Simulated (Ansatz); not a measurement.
Mulliken charges of CH₄ClNOSSi, SMILES `N[Si](S)(Cl)C=O` from PBE/def2-TZVPP in Ansatz (PBE0-D4/def2-TZVP geometry).

```json
{"atom": "N1", "x (Å)": "1.495", "y (Å)": "0.049", "z (Å)": "0.455", "charge (e)": "-0.344"}
{"atom": "Si2", "x (Å)": "-0.085", "y (Å)": "-0.355", "z (Å)": "0.003", "charge (e)": "0.472"}
{"atom": "S3", "x (Å)": "-1.358", "y (Å)": "-0.406", "z (Å)": "1.699", "charge (e)": "-0.253"}
{"atom": "Cl4", "x (Å)": "0.032", "y (Å)": "-2.138", "z (Å)": "-1.012", "charge (e)": "-0.214"}
{"atom": "C5", "x (Å)": "-0.973", "y (Å)": "0.835", "z (Å)": "-1.219", "charge (e)": "0.034"}
{"atom": "O6", "x (Å)": "-0.431", "y (Å)": "1.832", "z (Å)": "-1.620", "charge (e)": "-0.202"}
{"atom": "H7", "x (Å)": "1.658", "y (Å)": "0.856", "z (Å)": "1.036", "charge (e)": "0.164"}
{"atom": "H8", "x (Å)": "2.262", "y (Å)": "-0.127", "z (Å)": "-0.175", "charge (e)": "0.161"}
{"atom": "H9", "x (Å)": "-0.513", "y (Å)": "-1.181", "z (Å)": "2.403", "charge (e)": "0.132"}
{"atom": "H10", "x (Å)": "-2.004", "y (Å)": "0.584", "z (Å)": "-1.566", "charge (e)": "0.050"}
```

Problem. By hand: the dipole of these point charges (1 e Å = 4.8032 D).

Solution. Σ q r = (0.304, 0.027, 0.298) e Å, of length 0.427 e Å = 2.05 D.

Problem. How does the dipole of the full density compare? (An estimate is asked.)

Solution. The calculation gave: (0.246, -0.083, 0.284) e Å, 1.85 D; the point charges give 1.11 times that, at 17° from its direction.

Point charges leave out the atoms' own dipoles, such as those of lone pairs, and Mulliken's split depends on the basis, so the close match here is no proof of good charges.
